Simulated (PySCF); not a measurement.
C4H7O2, SMILES [CH]1COCCO1, multiplicity 2. Geometry optimised at PBE0-D3(BJ)/def2-SVP. The isomer is the one that the SMILES or the coordinates give; other isomers of the formula were not compared. Other conformers were not sampled.

Level of theory: PBE0-D3(BJ)/def2-SVP run with PySCF.

Harmonic wavenumbers (cm⁻¹): 222, 251, 394, 453, 501, 555, 760, 887, 914, 936, 982, 1072, 1086, 1130, 1209, 1236, 1283, 1308, 1320, 1345, 1391, 1413, 1441, 1450, 1470, 1476, 2884, 2993, 3048, 3123, 3133, 3147, 3214. Rotational constants (GHz): 5.370, 4.833, 2.787; symmetry number 1.

Question: Work out the zero-point energy and the ideal-gas rigid-rotor harmonic-oscillator thermochemistry at 298.15 K and 1 atm.

Answer: ZPE = ½ Σ hcν = ½ × 48026 cm⁻¹ = 68.66 kcal/mol. H − E(el) = 72.58 kcal/mol. Entropy in cal/(mol K): translation 39.31, rotation 25.90, vibration 7.84, spin 1.38, total 74.42. G − E(el) = 50.39 kcal/mol. Cp = 21.66 cal/(mol K).
